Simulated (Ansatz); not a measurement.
# Worked example: the barrier

An elementary step of Si₂H₇ClO, closed shell (Si₂H₆O ([OH][SiH2][SiH3]) + HCl → Si₂H₅Cl ([SiH3][SiH2][Cl]) + H₂O; bonds formed: Si1–Cl7, O2–H6; bonds broken: Si1–O2, H6–Cl7). “Start” is the structure reached by relaxing down from the saddle towards the reactants; PBE0-D4/def2-TZVP structures. The saddle:

```xyz
11
angstrom
Si -0.0208 0.2215 -0.6282
O -1.2842 1.5316 0.0666
H -1.3002 -0.3159 -1.2467
H 0.6979 0.6588 -1.8490
Si 0.7335 -1.6405 0.5597
H -0.7552 2.2692 0.4302
Cl 1.2949 1.5984 0.6946
H -1.9872 1.8103 -0.5332
H 0.3097 -2.9008 -0.1143
H 2.2101 -1.6316 0.7131
H 0.1016 -1.6009 1.9071
```

Computed with Ansatz 0.2.0 (basis: def2-TZVPP and def2-QZVPP); correlated methods freeze the cores.

Energies in eV:

| quantity | saddle | start |
| --- | --- | --- |
| Hartree–Fock, triple zeta (X = 3) | -30378.01974 | -30379.23608 |
| Hartree–Fock, quadruple zeta (X = 4) | -30378.96305 | -30380.18535 |
| MP2 correlation, X = 3 | -19.59387 | -19.27202 |
| MP2 correlation, X = 4 | -21.26008 | -20.89148 |
| CCSD(T) correlation, X = 3 | -22.00561 | -21.73309 |

Problem. Work out the barrier at the basis limit: extrapolate Hartree–Fock as E(X) = E∞ + A exp(−7.88 √X) and the MP2 correlation as E(X) = E∞ + B X^−2.97 (the exponents that Neese and Valeev fitted for def2-TZVPP and QZVPP), then add CCSD(T) − MP2 in triple zeta.

Solution. Each step is linear, so take the differences first (saddle − start): Hartree–Fock 1.21634 (X = 3) and 1.22230 (X = 4); MP2 correlation -0.32185 and -0.36860; CCSD(T) correlation -0.27252.
Two points give E∞ = E(4) + w [E(4) − E(3)], with w = 1/(exp(7.88 (2 − √3)) − 1) = 0.1377 for Hartree–Fock and w = 1/((4/3)^2.97 − 1) = 0.7407 for the correlation.
Hartree–Fock: 1.22230 + 0.1377 × 0.00596 = 1.2231 eV.
MP2 correlation: -0.36860 + 0.7407 × (-0.04675) = -0.4032 eV.
CCSD(T) − MP2: -0.27252 − (-0.32185) = 0.0493 eV.
Sum: 1.2231 + (-0.4032) + 0.0493 = 0.8692 eV, or 20.04 kcal/mol. Plain CCSD(T) in triple zeta gives 0.9438 eV, so the larger basis shifts the result by -0.0746 eV.

No T1 diagnostic of these runs exceeds 0.012.

Hydrogen chloride, the by-product of chloride precursors, can attack films and sites by steps of this kind.

Labels in which every atom is bracketed show which atoms are joined, not bond orders.

For scale, one of the runs: CCSD(T)/def2-TZVPP, 255 basis functions, launched by `ansatz run in.yaml --threads 3 --pin off --events-out ev --progress --plain --max-ram 6092MiB`. Time: 2.3 min of wall clock on 3 CPU threads of an Intel Xeon; the host was shared. Peak host memory: 2.4 GiB.
